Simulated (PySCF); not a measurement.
C4H10OSi.
SMILES: `C=C[C@@H](C)[SiH2]O`

The closed-shell SCF was solved with PySCF and density fitting under several settings on one GFN2-xTB geometry (grid level 2 and gas phase unless stated).

```
                                     settings  basis functions  SCF cycles     E (Eh)  HOMO (eV)  LUMO (eV)  dipole (D)
                                PBE0/pcSseg-1              159          14  -522.7386      -7.23      -0.10        1.53
                               PBE0/def2-SVPD              207          14  -522.5320      -7.23      -0.19        1.57
                                X3LYP/IGLO-II              205          13  -523.1076      -7.02      -0.23        1.49
                                   PBE0/6-31G               78          14  -522.6411      -7.10       0.29        2.27
wB97X/cc-pVDZ, grid level 3, start guess atom              138          11  -523.1092      -9.36       2.33        1.50
            PBE0/IGLO-II, IEF-PCM cyclohexane              205          14  -522.8330      -7.09      -0.01        1.63
```

Estimate the rows for these settings: (1) PBE0/6-311G**, damping 0.3 at the start, DIIS from the seventh cycle, start guess vsap; (2) X3LYP/pcSseg-1, fitting basis def2-universal-jkfit.

```
                                                                              settings  basis functions  SCF cycles     E (Eh)  HOMO (eV)  LUMO (eV)  dipole (D)
PBE0/6-311G**, damping 0.3 at the start, DIIS from the seventh cycle, start guess vsap              176          22  -522.8440      -7.16      -0.03        1.66
                                    X3LYP/pcSseg-1, fitting basis def2-universal-jkfit              159          10  -523.0144      -7.05      -0.20        1.52
```

Over all rows, what range does the HOMO–LUMO gap span?

From 6.79 eV (X3LYP/IGLO-II) to 11.69 eV (wB97X/cc-pVDZ, grid level 3, start guess atom). The functional of the narrowest has 22 % exact exchange, that of the widest range-separated exact exchange.

And the dipole moment?

From 1.49 D (X3LYP/IGLO-II) to 2.27 D (PBE0/6-31G); the largest is 1.52 times the smallest, and the median is 1.55 D.

Compare two rows with the functional PBE0: PBE0/pcSseg-1 and PBE0/6-31G. Which energy is lower, and by how much?

PBE0/pcSseg-1 (159 functions) lies 0.0975 Eh or 61 kcal/mol below PBE0/6-31G (78 functions).

Cycle counts include a coarse-grid stage where the run had one. All basis functions are spherical, in the Pople sets too. The structure is a single GFN2-xTB conformer; no vibrational corrections.

The values belong to the conformer `[CH2:1]=[CH:2][C@@H:3]([CH3:4])[SiH2:5][OH:6]`: C1–C2–C3–C4 144°, C2–C3–Si5–O6 57°, H–O6–Si5–C3 -35°.
